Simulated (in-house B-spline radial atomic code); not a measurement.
A radial electron density 4πr²n(r) was computed for an atom or ion in its tabulated ground configuration with a B-spline radial code for spherical atoms; method: Dirac-Kohn-Sham PW91, spherical fractional occupations. Columns: r (bohr), 4πr²n(r) (electrons per bohr), bar.

```
 0.00488   0.3012 #
 0.00569   0.4011 #
 0.00664   0.5332 ##
 0.00774   0.7048 ##
 0.00902    0.927 ###
  0.0105    1.211 ####
  0.0123    1.589 #####
  0.0143    2.045 #######
  0.0167     2.63 #########
  0.0194    3.323 ###########
  0.0227    4.198 ##############
  0.0264     5.19 #################
  0.0308    6.351 #####################
  0.0359    7.631 #########################
  0.0419    8.999 ##############################
  0.0489    10.37 ##################################
   0.057    11.61 ######################################
  0.0664    12.61 ##########################################
  0.0775    13.23 ############################################
  0.0903    13.34 ############################################
   0.105    12.88 ##########################################
   0.123    11.83 #######################################
   0.143    10.44 ##################################
   0.167    8.891 #############################
   0.195    7.576 #########################
   0.227    6.821 #######################
   0.265    6.765 ######################
   0.308    7.344 ########################
    0.36    8.302 ###########################
   0.419    9.129 ##############################
   0.489    9.413 ###############################
    0.57    8.871 #############################
   0.665    7.521 #########################
   0.775    5.677 ###################
   0.904    3.752 ############
    1.05    2.176 #######
    1.23    1.033 ###
    1.43   0.4245 #
    1.67   0.1381 
    1.95  0.03486 
    2.27  0.00665
```

(1) Which atom or ion is it?
A. Ne4+
B. P5+
C. Mg4+
D. Si6+

Results:

(1) C. The area under the curve, ∫4πr²n dr = ∫r·4πr²n d(ln r) on this logarithmic grid, is 8 electrons; among the options with that count, the innermost peak, which lies near 1/Z bohr, picks Z = 12. The configuration is [He] 2s2 2p4.
